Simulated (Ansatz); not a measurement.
Isomers

Structures of BGeH$_{5}$O, closed shell, relaxed at PBE0-D4/def2-TZVP (vibrations not checked; lower isomers may exist, and structures with a doubtful reference or unclear bonds are left out). Computed with Ansatz 0.2.0 (basis: def2-TZVPP); correlated methods freeze the cores. Filled d shells of the heavier atoms are correlated. The def2 sets are not built for correlating such inner shells, so the correlated values are less sure here. B3LYP uses VWN-RPA correlation.

(1) Rank them by CCSD(T) energy, lowest first, and give each one's height above the lowest. Links in brackets join atoms within 1.22 times the sum of their covalent radii (1.1 for two metals). (An estimate is asked for; the value comes from the calculation.)
A.
a complex of BHO ([BH][O]) + GeH₄
```
8
angstrom
O -0.4160 0.3212 -1.4857
B -0.8363 0.4920 -2.5946
Ge 0.9553 -0.0900 1.5205
H 1.2845 1.3163 1.0072
H -1.2474 0.6591 -3.6798
H -0.5614 -0.2606 1.6609
H 1.5209 -1.1477 0.5662
H 1.6044 -0.2753 2.9045
```
B.
BGeH₅O ([BH2][GeH2][OH])
```
8
angstrom
B -1.1487 0.6957 -0.7849
Ge 0.5312 0.0687 0.2081
O 0.2564 -1.6154 0.7530
H -2.0923 -0.0209 -0.9200
H -1.1886 1.8000 -1.2389
H 0.8414 0.9462 1.4461
H 1.7919 0.0998 -0.6913
H 1.0086 -1.9742 1.2280
```
C.
a complex of BGeH₃O ([OH][B][GeH2]) + H₂
```
8
angstrom
O -1.1088 1.1041 -1.2222
B -0.1528 0.5895 -0.5157
Ge 1.0644 0.1168 0.9860
H -2.6872 -0.8825 1.3239
H -1.2015 0.8688 -2.1515
H -2.0653 -0.6273 1.6505
H 0.8951 -1.4174 0.6858
H 2.3415 0.4285 0.1246
```
D.
BGeH₅O ([OH][BH][GeH3])
```
8
angstrom
O -1.5135 0.5858 -1.1456
B -0.1863 0.4117 -0.9906
Ge 0.6440 -0.3558 0.7543
H -2.0400 0.3260 -0.3840
H 0.4920 0.7284 -1.9270
H -0.4469 -0.6810 1.8011
H 1.4276 -1.6542 0.4880
H 1.6231 0.6392 1.4038
```

(2) Do PBE-D4, r2SCAN-D4, PBE0-D4, B3LYP-D4, wB97M-V, HF, MP2 give the same order? (Judge from chemistry; the calculation decides.)

T1 diagnostic: at most 0.019.

For scale, one of the runs: CCSD(T)/def2-TZVPP, 180 basis functions, launched by `ansatz run in.yaml --threads 2 --pin off --events-out ev --progress --plain --max-ram 4352MiB`. Hardware: 2 CPU threads of an Arm Neoverse V1, shared host. Wall time 73 s; peak host memory 1.8 GiB.

Answers

(1) The calculation gives: D (0.00 kcal/mol), A (5.91 kcal/mol), B (29.82 kcal/mol), C (53.34 kcal/mol). Heights count from the lowest.

(2) The calculation gives: All do.
